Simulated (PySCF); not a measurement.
Sn(NH2)(SH) (H₃NSSn), SMILES [Sn]([NH2])[SH] (connectivity only; charge and spin as stated), neutral, multiplicity 1. Atoms are numbered in the order given.

```xyz
6

Sn     0.3895     0.4534     0.0000
N     -1.5353     1.1317     0.0000
H     -1.7764     2.1194     0.0000
H     -2.3694     0.5490     0.0000
S     -0.3441    -1.9284     0.0000
H      0.9232    -2.4035     0.0000
```

Geometry optimised at B3LYP-D3(BJ)/def2-SVP. The def2 effective core potentials stand for the cores of Sn; spin–orbit coupling is left out. The values are those of a single conformer.

All values below come from r2SCAN/def2-TZVPD run with PySCF.

The molecule is in vacuum.

Task: Estimate the frontier levels, gap, dipole moment and polarisability. (An estimate is asked for; the answer gives what the named calculation found.)

Result: 
```json
{
  "highest_occupied_level": "-6.04 eV",
  "lowest_empty_level": "-2.55 eV",
  "orbital_gap": "3.50 eV",
  "dipole_moment": "2.07 D",
  "quadrupole, principal values (traceless, Buckingham form, about the centre of nuclear charge)": "-5.15, -2.61, 7.76 D·Å",
  "mean_static_polarisability": "80.2 bohr³ (11.89 Å³)",
  "polarisability_principal_values": "61.0, 78.1, 101.7 bohr³"
}
```
